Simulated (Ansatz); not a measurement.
Ansatz (a first-principles code) job for C4H6Ge, SMILES C([C](=C)[GeH3])#C, PBE-D3(BJ)/def2-SVP. 

Ansatz 0.2 input:
```yaml
crystal:
  periodic: [false, false, false]
  atoms:
    - {symbol: C, position_ang: [-1.05869585, -2.70169010, -0.00000000]}
    - {symbol: C, position_ang: [-0.26458566, -1.78102948, -0.00000000]}
    - {symbol: C, position_ang: [0.59835205, -0.64732634, 0.00000000]}
    - {symbol: C, position_ang: [1.94220054, -0.74972501, -0.00000000]}
    - {symbol: Ge, position_ang: [-0.28312711, 1.11527340, -0.00000000]}
    - {symbol: H, position_ang: [-1.74726797, -3.52510894, 0.00000000]}
    - {symbol: H, position_ang: [2.44100675, -1.72435458, 0.00000000]}
    - {symbol: H, position_ang: [2.58075724, 0.13785992, -0.00000000]}
    - {symbol: H, position_ang: [-1.16670893, 1.25203277, -1.25497017]}
    - {symbol: H, position_ang: [-1.16670893, 1.25203277, 1.25497017]}
    - {symbol: H, position_ang: [0.81536288, 2.19741486, 0.00000000]}
basis:
  gaussian:
    orbitals: def2-SVP
hamiltonian:
  xc: pbe
  dispersion: d3bj
relax: {f_tol: 0.002, max_steps: 200}
```

It prints:

```
WARN ansatz: RAYON_NUM_THREADS=1 ignored (pool sized by the plan → 1); use --threads N
Functional definition: PBE
integrals: 0.06 GiB planned
1331 factors; their error is unknown
mean field: 0.35 GiB planned
mean field evaluation 1: about -60728.0845 eV, gradient 5.7e1 eV
mean field evaluation 2: about -60719.4560 eV, gradient 8.1e1 eV
mean field evaluation 4: about -60736.1957 eV, gradient 1.3e1 eV
mean field evaluation 8: about -60736.6342 eV, gradient 1.7e-1 eV
mean field evaluation 16: about -60736.5716 eV, gradient 4.0e-4 eV
mean field -60736.57160362 eV, -2232.0278377062 hartree, gradient 4.0e-5 eV, S^2 0.000000; 0 other end points of the search recorded, 0 dependent functions left out
the calculation of the forces begins
reference -60736.57164187 eV, -2232.0278391118 hartree; 31, 31 occupied and 87, 87 virtual orbitals, 1331 factors
relax step   1: F+E_penalty+E_count = -60736.81461426 eV  Δ(F+E_penalty+E_count) = +0.000e0 eV  max|allowed force component| = 9.662e-1 eV/Å  Δτ_max = 0.0000 Å  (30 SCF iters, accepted)
these checks for a lower state are left out or cut short: starts, cluster_reference, orbital_swaps, neighbouring_geometries, increment
integrals: 0.06 GiB planned
1331 factors; their error is unknown
mean field: 0.35 GiB planned
mean field -60736.58762071 eV, -2232.0284263233 hartree, gradient 1.7e-5 eV, S^2 0.000000; 0 other end points of the search recorded, 0 dependent functions left out
the calculation of the forces begins
reference -60736.58765911 eV, -2232.0284277346 hartree; 31, 31 occupied and 87, 87 virtual orbitals, 1331 factors
relax step   2: F+E_penalty+E_count = -60736.82986547 eV  Δ(F+E_penalty+E_count) = -1.525e-2 eV  max|allowed force component| = 1.595e-1 eV/Å  Δτ_max = 0.0176 Å  (35 SCF iters, accepted)
these checks for a lower state are left out or cut short: starts, cluster_reference, orbital_swaps, neighbouring_geometries, increment
integrals: 0.06 GiB planned
1331 factors; their error is unknown
mean field: 0.35 GiB planned
mean field evaluation 32: about -60736.5883 eV, gradient 8.0e-4 eV
mean field -60736.58831951 eV, -2232.0284520037 hartree, gradient 1.7e-5 eV, S^2 0.000000; 0 other end points of the search recorded, 0 dependent functions left out
the calculation of the forces begins
reference -60736.58835794 eV, -2232.0284534161 hartree; 31, 31 occupied and 87, 87 virtual orbitals, 1331 factors
relax step   3: F+E_penalty+E_count = -60736.83045120 eV  Δ(F+E_penalty+E_count) = -5.857e-4 eV  max|allowed force component| = 3.973e-2 eV/Å  Δτ_max = 0.0047 Å  (35 SCF iters, accepted)
these checks for a lower state are left out or cut short: starts, cluster_reference, orbital_swaps, neighbouring_geometries, increment
integrals: 0.06 GiB planned
1331 factors; their error is unknown
mean field: 0.35 GiB planned
mean field -60736.58833442 eV, -2232.0284525518 hartree, gradient 2.7e-5 eV, S^2 0.000000; 0 other end points of the search recorded, 0 dependent functions left out
the calculation of the forces begins
reference -60736.58837286 eV, -2232.0284539643 hartree; 31, 31 occupied and 87, 87 virtual orbitals, 1331 factors
relax step   4: F+E_penalty+E_count = -60736.83049385 eV  Δ(F+E_penalty+E_count) = -4.265e-5 eV  max|allowed force component| = 1.231e-2 eV/Å  Δτ_max = 0.0023 Å  (24 SCF iters, accepted)
these checks for a lower state are left out or cut short: starts, cluster_reference, orbital_swaps, neighbouring_geometries, increment
integrals: 0.06 GiB planned
1331 factors; their error is unknown
mean field: 0.35 GiB planned
mean field -60736.58832565 eV, -2232.0284522295 hartree, gradient 2.0e-5 eV, S^2 0.000000; 0 other end points of the search recorded, 0 dependent functions left out
the calculation of the forces begins
reference -60736.58836409 eV, -2232.0284536420 hartree; 31, 31 occupied and 87, 87 virtual orbitals, 1331 factors
relax step   5: F+E_penalty+E_count = -60736.83050911 eV  Δ(F+E_penalty+E_count) = -1.526e-5 eV  max|allowed force component| = 9.045e-3 eV/Å  Δτ_max = 0.0023 Å  (24 SCF iters, accepted)
these checks for a lower state are left out or cut short: starts, cluster_reference, orbital_swaps, neighbouring_geometries, increment
integrals: 0.06 GiB planned
1331 factors; their error is unknown
mean field: 0.35 GiB planned
mean field -60736.58831696 eV, -2232.0284519100 hartree, gradient 8.0e-5 eV, S^2 0.000000; 0 other end points of the search recorded, 0 dependent functions left out
the calculation of the forces begins
reference -60736.58835539 eV, -2232.0284533225 hartree; 31, 31 occupied and 87, 87 virtual orbitals, 1331 factors
relax step   6: F+E_penalty+E_count = -60736.83051456 eV  Δ(F+E_penalty+E_count) = -5.447e-6 eV  max|allowed force component| = 7.072e-3 eV/Å  Δτ_max = 0.0018 Å  (22 SCF iters, accepted)
these checks for a lower state are left out or cut short: starts, cluster_reference, orbital_swaps, neighbouring_geometries, increment
integrals: 0.06 GiB planned
1331 factors; their error is unknown
mean field: 0.35 GiB planned
mean field -60736.58831618 eV, -2232.0284518815 hartree, gradient 5.5e-5 eV, S^2 0.000000; 0 other end points of the search recorded, 0 dependent functions left out
the calculation of the forces begins
reference -60736.58835462 eV, -2232.0284532940 hartree; 31, 31 occupied and 87, 87 virtual orbitals, 1331 factors
relax step   7: F+E_penalty+E_count = -60736.83052042 eV  Δ(F+E_penalty+E_count) = -5.855e-6 eV  max|allowed force component| = 1.253e-3 eV/Å  Δτ_max = 0.0013 Å  (22 SCF iters, accepted)
integrals: 0.06 GiB planned
1331 factors; their error is unknown
mean field: 0.35 GiB planned
mean field evaluation 64: about -60735.1371 eV, gradient 2.3e1 eV
mean field -60736.58831618 eV, -2232.0284518815 hartree, gradient 5.5e-5 eV, S^2 0.000000; 1 other end points of the search recorded, 0 dependent functions left out
the calculation of the forces begins
reference -60736.58835462 eV, -2232.0284532940 hartree; 31, 31 occupied and 87, 87 virtual orbitals, 1331 factors
Total energy: -60736.83055885 eV, -2232.0373541355 hartree
Atom 0 at    -1.074189    -2.703737    -0.000000 Å, force     0.000011     0.001253    -0.000000 eV/Å
Atom 1 at    -0.263848    -1.780792    -0.000000 Å, force     0.000368     0.000274     0.000000 eV/Å
Atom 2 at     0.601765    -0.652814     0.000000 Å, force     0.000327    -0.000875     0.000000 eV/Å
Atom 3 at     1.956415    -0.746452     0.000000 Å, force    -0.000277    -0.000460     0.000000 eV/Å
Atom 4 at    -0.284363     1.112447     0.000000 Å, force    -0.000630    -0.000386     0.000000 eV/Å
Atom 5 at    -1.771750    -3.529200    -0.000000 Å, force     0.000188    -0.000326     0.000000 eV/Å
Atom 6 at     2.463868    -1.725552     0.000000 Å, force     0.000190    -0.000108     0.000000 eV/Å
Atom 7 at     2.591456     0.153346    -0.000000 Å, force    -0.000002    -0.000009    -0.000000 eV/Å
Atom 8 at    -1.173826     1.247751    -1.261741 Å, force     0.000158     0.000284    -0.000012 eV/Å
Atom 9 at    -1.173826     1.247751     1.261741 Å, force     0.000158     0.000284     0.000012 eV/Å
Atom 10 at     0.818882     2.202631    -0.000000 Å, force    -0.000489     0.000070    -0.000000 eV/Å
Dipole moment:     0.062196    -0.000984     0.000000 e Å
```

Self-consistency was reached.
